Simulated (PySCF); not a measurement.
# How methods differ on the ionisation energy of Te

Te [Kr] 4d10 5s2 5p4 (3P) → Te⁺ [Kr] 4d10 5s2 5p3 (4S), as a difference of total energies. All numbers are calculated (PySCF 2.14, a scalar-relativistic core potential, in def2-QZVPPD with the def2 core potential (28 electrons) (8s7p5d4f1g, 91 functions)). Correlated levels: valence: 4s2 4p6 4d10 frozen; valence and next inner shell: nothing frozen outside the core potential. The calculations carry no spin-orbit coupling.

| method | ionisation energy (eV) | error (eV) |
| --- | --- | --- |
| UHF | 7.734 | -1.015 |
| LDA | 9.003 | +0.254 |
| PBE | 8.733 | -0.016 |
| PBE0 | 8.731 | -0.018 |
| r2SCAN | 8.750 | +0.001 |
| B97-3 | 8.694 | -0.055 |
| CAM-B3LYP | 8.917 | +0.168 |
| B3LYP | 8.902 | +0.153 |
| BP86 | 8.923 | +0.174 |
| MP2 (valence) | 8.446 | -0.303 |
| SCS-MP2 (valence) | 8.524 | -0.225 |
| MP2 (valence and next inner shell) | 8.514 | -0.235 |
| SCS-MP2 (valence and next inner shell) | 8.563 | -0.186 |

Reference: 8.749 eV (measured; NIST levels, between the centres of gravity of the two terms).

Errors of the correlated levels include the incompleteness of this basis and the frozen core.
